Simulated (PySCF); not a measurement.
Ligand exchange on a metal centre used in film growth or etching (Ta F-NH2). Isolated molecules, 0 K electronic values unless said otherwise. One relaxed conformer stands for each flexible species; it need not be the lowest.

Computed with TPSSh-D3(BJ)/def2-TZVP // PBE-D3(BJ)/def2-SVP (PySCF 2.14.0). 

```
species                                    HOMO–LUMO gap (eV)  mean distance from the central atom to its bonded neighbours (Å)  charge on the central atom (Mulliken) (e)  LUMO (eV)
-----------------------------------------  ------------------  ----------------------------------------------------------------  -----------------------------------------  ---------
0 of 5 F replaced by NH2                                 7.94                                                             1.881                                       1.76      -3.18
1 of 5 F replaced by NH2                                    ?                                                             1.909                                       1.69          ?
2 of 5 F replaced by NH2 ([Ta(F)3(NH2)2])                5.52                                                             1.938                                       1.59      -2.04
3 of 5 F replaced by NH2 ([Ta(F)2(NH2)3])                   ?                                                                 ?                                       1.52      -1.90
4 of 5 F replaced by NH2 ([Ta(F)(NH2)4])                    ?                                                             1.998                                       1.41      -1.04
5 of 5 F replaced by NH2 ([Ta(NH2)5])                    4.89                                                                 ?                                       1.32      -0.77
```

Q: Fill in the missing entries.

A: 
- 1 of 5 F replaced by NH2, HOMO–LUMO gap (eV): 5.20
- 1 of 5 F replaced by NH2, LUMO (eV): -2.92
- 3 of 5 F replaced by NH2 ([Ta(F)2(NH2)3]), HOMO–LUMO gap (eV): 4.73
- 3 of 5 F replaced by NH2 ([Ta(F)2(NH2)3]), mean distance from the central atom to its bonded neighbours (Å): 1.970
- 4 of 5 F replaced by NH2 ([Ta(F)(NH2)4]), HOMO–LUMO gap (eV): 5.32
- 5 of 5 F replaced by NH2 ([Ta(NH2)5]), mean distance from the central atom to its bonded neighbours (Å): 2.029
